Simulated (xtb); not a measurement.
C$_{3}$H$_{9}$ClSi, charge -1, doublet, at the geometry of the source list (a state made from the parent by changing its charge; the spin is typed, not shown lowest); xtb with GFN0-xTB.

Input for xtb:
```
$ xtb coord --gfn 0 --chrg -1 --uhf 1 --json

# file coord
$coord
     -1.4244755527       3.0362229644      -0.7237651057  c
      0.2963090563       0.2379165191       0.7473866823  si
      3.0815763914      -0.7621265461      -1.3016433546  c
     -1.9617246900      -2.5186269789       1.2568568455  c
      1.6618251540       1.3335797261       4.1912235718  cl
     -2.1907594963       2.5547207479      -2.5647362963  h
     -2.9855783043       3.6577538868       0.4554239960  h
     -0.1674297346       4.6392776360      -0.9743427899  h
      4.1103432937      -2.3236072428      -0.4548570782  h
      2.4592895786      -1.3649491798      -3.1611338613  h
      4.4106207749       0.7804568895      -1.5614806968  h
     -2.7452051412      -3.1775744786      -0.5208085199  h
     -3.5313312091      -1.9853462665       2.4676043735  h
     -1.0132711480      -4.1078866497       2.1444612062  h
$end
```

What the program printed (banner, timings and long lists left out):

```
   ID    Z sym.   atoms
    1    6 c      1, 3, 4
    2   14 si     2
    3   17 cl     5
    4    1 h      6-14

           -------------------------------------------------
          |                Calculation Setup                |
           -------------------------------------------------

           -------------------------------------------------
          |                 G F N 0 - x T B                 |
           -------------------------------------------------

          ...................................................
          :                      SETUP                      :
          :.................................................:
          :  # basis functions                  50          :
          :  # atomic orbitals                  48          :
          :  # shells                           30          :
          :  # electrons                        33          :
          :  electronic temp.          300.0000000     K    :
          :  accuracy                    1.0000000          :
          :  -> integral cutoff          0.2500000E+02      :
          :  -> integral neglect         0.1000000E-07      :
          ...................................................

         :::::::::::::::::::::::::::::::::::::::::::::::::::::
         ::                     SUMMARY                     ::
         :::::::::::::::::::::::::::::::::::::::::::::::::::::
         :: total energy             -18.766346131558 Eh    ::
         :: gradient norm              0.139658222366 Eh/a0 ::
         :: HOMO-LUMO gap              0.756124023967 eV    ::
         ::.................................................::
         :: H0 energy                -17.756736921228 Eh    ::
         :: repulsion energy           0.221895070264 Eh    ::
         :: electrostat energy        -1.226621650580 Eh    ::
         :: -> Gsolv                   0.000000000000 Eh    ::
         ::    -> Gsasa                0.000000000000 Eh    ::
         ::    -> Gshift               0.000000000000 Eh    ::
         :: dispersion energy         -0.004882630015 Eh    ::
         :: short-range corr.          0.000000000000 Eh    ::
         :: add. restraining           0.000000000000 Eh    ::
         :: total charge              -1.000000000000 e     ::
         :::::::::::::::::::::::::::::::::::::::::::::::::::::

           -------------------------------------------------
          |                Property Printout                |
[...]
     6   1 h        0.925     0.084     1.934     2.175
     7   1 h        0.925     0.093     1.854     2.129
     8   1 h        0.925     0.093     1.854     2.129
     9   1 h        0.925     0.093     1.854     2.129
    10   1 h        0.925     0.084     1.934     2.175
    11   1 h        0.925     0.093     1.854     2.129
    12   1 h        0.925     0.084     1.934     2.175
    13   1 h        0.925     0.093     1.854     2.129
    14   1 h        0.925     0.093     1.854     2.129

 Mol. C6AA /au·bohr⁶  :       2903.396123
 Mol. C8AA /au·bohr⁸  :      98372.561474
 Mol. α(0) /au        :         85.968820

Wiberg/Mayer (AO) data.
largest (>0.10) Wiberg bond orders for each atom

 ---------------------------------------------------------------------------
     #   Z sym  total        # sym  WBO       # sym  WBO       # sym  WBO
 ---------------------------------------------------------------------------
     1   6 c    3.898 --     6 h    0.962     8 h    0.959     7 h    0.959
                             2 si   0.946
     2  14 si   4.156 --     5 cl   1.021     1 c    0.946     3 c    0.946
                             4 c    0.946
     3   6 c    3.898 --    10 h    0.962    11 h    0.959     9 h    0.959
                             2 si   0.946
     4   6 c    3.898 --    12 h    0.962    14 h    0.959    13 h    0.959
                             2 si   0.946
     5  17 cl   1.157 --     2 si   1.021
     6   1 h    1.015 --     1 c    0.962
     7   1 h    0.987 --     1 c    0.959
     8   1 h    0.987 --     1 c    0.959
     9   1 h    0.987 --     3 c    0.959
    10   1 h    1.015 --     3 c    0.962
    11   1 h    0.987 --     3 c    0.959
    12   1 h    1.015 --     4 c    0.962
    13   1 h    0.987 --     4 c    0.959
    14   1 h    0.987 --     4 c    0.959
 ---------------------------------------------------------------------------

Topologies differ in total number of bonds
Writing topology from bond orders to xtbtopo.mol

 dipole moment from electron density (au)
     X       Y       Z
  -0.7263  -0.5827  -1.8318  total (Debye):    5.223

           -------------------------------------------------
          | TOTAL ENERGY              -18.766346131558 Eh   |
          | GRADIENT NORM               0.139658222366 Eh/α |
          | HOMO-LUMO GAP               0.756124023967 eV   |
           -------------------------------------------------

normal termination of xtb
```
